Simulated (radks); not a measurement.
The nuclear charge of the silicon ion Si+ is varied continuously with 13 electrons held in [Ne] 3s2 3p1. Method: non-relativistic Kohn-Sham, SCAN, spin-unpolarised, spherical densities, point nucleus; meta-GGA in the generalised Kohn-Sham scheme; computed with a radial shooting solver on a logarithmic mesh with Libxc functionals. By the Hellmann-Feynman theorem dE/dZ = E(electron-nucleus)/Z, the electronic potential at the nucleus.

| Z | E (hartree) | E(electron-nucleus)/Z (hartree) | HOMO | e(HOMO) (eV) | <r> HOMO (bohr) |
|---|---|---|---|---|---|
| 13 | -242.35690 | -44.5127 | 3p | -2.660 | 3.394 |
| 13.5 | -265.16273 | -46.7092 | 3p | -6.636 | 2.814 |
| 14 | -289.06476 | -48.8980 | 3p | -11.592 | 2.442 |
| 14.5 | -314.06003 | -51.0818 | 3p | -17.455 | 2.174 |
| 15 | -340.14660 | -53.2623 | 3p | -24.184 | 1.967 |

The central difference of E at Z = 14 is -48.897 hartree, to compare with the third column; the second derivative is -4.37 hartree.
